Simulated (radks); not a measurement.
Values are calculated unless marked as measured or tabulated.
Fractional charge and spin in the 5p shell of holmium: the spin-up occupation runs from 2 to 3 and the spin-down occupation from 2 to 3; the fullest corner is Ho, [Kr] 4d10 4f(up 5.5, down 5.5) 5s2 6s2 5p(up 3, down 3). Level of theory: scalar-relativistic Kohn-Sham, r2SCAN, spin-polarised, spherical densities, finite nucleus; meta-GGA in the generalised Kohn-Sham scheme; Fermi nuclear charge, rms radius of each element as measured or else 0.836 A^(1/3) + 0.57 fm (a radial shooting solver on a logarithmic mesh with Libxc functionals). Energy (eV) above the fullest corner. The planes named below are the two flat planes that join the four corners, with an edge along up + down = one added electron.

| down \ up | 2 | 2.5 | 3 |
|---|---|---|---|
| 2 | 75.993 | 52.460 | 31.825 |
| 2.5 | 52.460 | 32.174 | 14.634 |
| 3 | 31.825 | 14.634 | 0.000 |

Corners above the fullest one (they belong to Ho+ and the next ion): (up 3, down 2) 31.825 eV, (up 2, down 3) 31.825 eV, (up 2, down 2) 75.993 eV. With half an added electron in each spin the energy lies 0.349 eV from the planes, and with half an added electron in spin up alone -1.449 eV. The planes are only a guide here: the flat-plane condition holds for ground states with one frontier orbital, while this shell lies below other occupied shells, so the corners above the fullest one are inner-hole states and not the ground states of those ions.
